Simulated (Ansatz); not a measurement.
C₅H₉O₃, doublet, at a GFN2-xTB geometry. Base run: HF/3-21G run with Ansatz (a program for electronic structure).

Geometry (Å):
```xyz
17

C      2.8086     0.1816     0.6792
C      1.4661    -0.2950     0.2003
O      1.1897    -1.4574     0.0067
O      0.6269     0.7137     0.0155
C     -0.6776     0.4653    -0.5284
C     -1.4562     1.7694    -0.4554
C     -1.4340    -0.6477     0.2540
O     -2.5622    -1.0265    -0.2623
H      3.5135     0.1208    -0.1481
H      2.7418     1.2092     1.0218
H      3.1642    -0.4705     1.4724
H     -0.5690     0.1368    -1.5693
H     -1.5289     2.1032     0.5769
H     -0.9613     2.5391    -1.0414
H     -2.4552     1.5948    -0.8446
H     -0.7010    -1.5138     0.2141
H     -1.4803    -0.4005     1.3409
```
Charge 0, spin multiplicity 2.
Orbitals are unrestricted.
All else is at Ansatz's defaults.
Base energy -416.79578 Eh.

Each row names what was changed in the base input (with any setting that the change needs).

| change | ΔE vs base (mEh) |
|---|---|
| base | 0.000 |
| lower_state_search = off | 0.000 |
| point_charge = charge:-1.0 position_ang:4.7711, 1.6341, 4.3149 | -9.194 |
| nuclear_model = gaussian | 0.043 |
| lower_state_search = full | 0.000 |
| point_charge = charge:1.0 position_ang:-4.3302, -4.2283, 1.3526 | -12.031 |
| accuracy = high | -0.039 |
| fitting.mean_field = cc-pVTZ-JKFIT | 0.176 |
| point_charge = charge:0.5 position_ang:3.5469, -4.1588, -3.1137 | -2.582 |
| forces = on | 0.000 |
| lower_state_search = light | 0.000 |
